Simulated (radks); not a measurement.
Values are calculated unless marked as measured or tabulated.
Q: Ionisation of the krypton ion Kr20+, [Ne] 3s2 3p4, to [Ne] 3s2 3p3 as the strength of local exchange is varied. Code: a radial shooting solver on a logarithmic mesh with Libxc functionals. Model: scalar-relativistic Kohn-Sham, Slater X-alpha exchange (alpha = 2/3 is LDA exchange), no correlation, spin-polarised, spherical densities, finite nucleus; open shells are filled with parallel spins first; Fermi nuclear charge, rms radius 4.1884 fm.

alpha  E(Kr20+) (hartree)  exchange (hartree)  IE (eV)  -e of the level emptied (eV)  <r> of it (bohr)
0.564         -2539.93550           -54.79612   872.74                   849.43 (3p)            0.4564
0.594         -2542.85617           -57.75612   874.84                   851.63 (3p)            0.4558
0.667         -2549.97274           -64.97791   879.96                   857.00 (3p)            0.4544
0.792         -2562.19026           -77.40698   888.76                   866.23 (3p)            0.4521
0.863         -2569.14758           -84.50212   893.78                   871.50 (3p)            0.4507
0.904         -2573.17106           -88.61100   896.69                   874.55 (3p)            0.4500
?             -2587.33633          -103.11004   906.94                   885.31 (3p)            0.4473

Which alpha was used in the last row?

A: alpha = 1.048. NIST Atomic Spectra Database: 883 eV (semi-empirical). The Delta-SCF value meets it near alpha = 0.71. Open shells are spherical and high-spin; term and fine-structure splittings are not resolved.
